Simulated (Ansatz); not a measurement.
Coupled-cluster diagnostics for the cluster CuO₂, Ansatz.

Geometry of the doublet (r2SCAN-D4/def2-TZVP):

| atom | x (Å) | y (Å) | z (Å) |
| --- | --- | --- | --- |
| Cu1 | 1.2560 | 0.3945 | -0.6964 |
| O2 | -0.7519 | -0.3260 | 0.9586 |
| O3 | -0.5041 | -0.0685 | -0.2622 |

Correlated methods freeze 11 core orbitals. The structure holds one bond between oxygen atoms, so isomers without such links may lie far lower. The structure comes from a short search, and lower isomers may exist.

Geometry of the charge 0 quartet (r2SCAN-D4/def2-TZVP):

```xyz
3

Cu   -0.272    1.247   -0.339
O    -0.458   -0.700    0.367
O     0.730   -0.547   -0.028
```

Q: Estimate the CCSD(T) correlation energy, the shares of MP2 and (T), T1 and the reference's ⟨S²⟩ for: charge 0, doublet, own geometry in def2-TZVPP; charge 0, doublet, own geometry in def2-TZVPD; charge 0, quartet, own geometry in def2-TZVPP; charge 1, singlet, vertical in def2-TZVPP; charge -1, singlet, vertical in def2-TZVPD; and the rough time on 2 threads of Arm Neoverse V2 on a shared host.

A: 
```
                          state       basis  correlation (eV)  MP2 share (%)  (T) share (%)     T1  ⟨S²⟩ (pure)  wall time                                          remarks
charge 0, doublet, own geometry  def2-TZVPP           -24.969          101.9            4.0  0.054  0.77 (0.75)       21 s                                         large T1
charge 0, doublet, own geometry  def2-TZVPD           -23.118          101.6            3.8  0.053  0.77 (0.75)       23 s                                         large T1
charge 0, quartet, own geometry  def2-TZVPP           -23.975           94.8            4.4  0.106  3.79 (3.75)       19 s                                         large T1
    charge 1, singlet, vertical  def2-TZVPP           -25.312          103.0            4.5  0.027  0.00 (0.00)       34 s                          restricted SCF unstable
   charge -1, singlet, vertical  def2-TZVPD           -26.397          102.8            6.3  0.047  0.00 (0.00)       26 s  flagged by the program, restricted SCF unstable
```
Customary marks for T1 are 0.02 (closed shells), 0.045 (open shells) and about 0.05 (3d metals). T1 exceeds 0.02 in 5 of 5 rows and 0.045 in 4; the higher it lies, the less the single-reference result can be trusted.
